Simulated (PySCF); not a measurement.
Computed shifts of a molecule CH4ClNOSi2, PBE/pcSseg-1 (PySCF), GIAO, gas phase, atoms alike by connectivity averaged where their shifts nearly agree, in ppm (number of nuclei): ²⁹Si: 12.7 (1), -29.5 (1). ¹⁵N: 269.6 (1). ¹³C: 171.3 (1). ¹H: 7.99 (1), 6.47 (1), 5.20 (2). References: ³⁵Cl against HCl (σ = 936.5 ppm); ²⁹Si against TMS (σ = 335.4 ppm); ¹⁵N against NH3 (σ = 267.0 ppm); ¹³C against TMS (σ = 182.0 ppm); ¹⁷O against H2O (σ = 334.3 ppm); ¹H against TMS (σ = 31.49 ppm), references at their B3LYP-D3(BJ)/def2-TZVP geometries, non-relativistic (without spin–orbit terms, shifts of atoms bonded to Cl or Br come out too high). The structure is a stationary point at PBE-D3(BJ)/def2-SVP. Other conformers were not sampled.

**Question.** Identify the compound among the candidates.
(A) Cl[SiH2][Si@H]1N=CO1
(B) Cl[SiH2]C1=N[SiH2]O1
(C) N#CO[SiH2][SiH2]Cl
(D) Cl[Si@H]1N=CO[SiH2]1

**Answer.** D, Cl[Si@H]1N=CO[SiH2]1
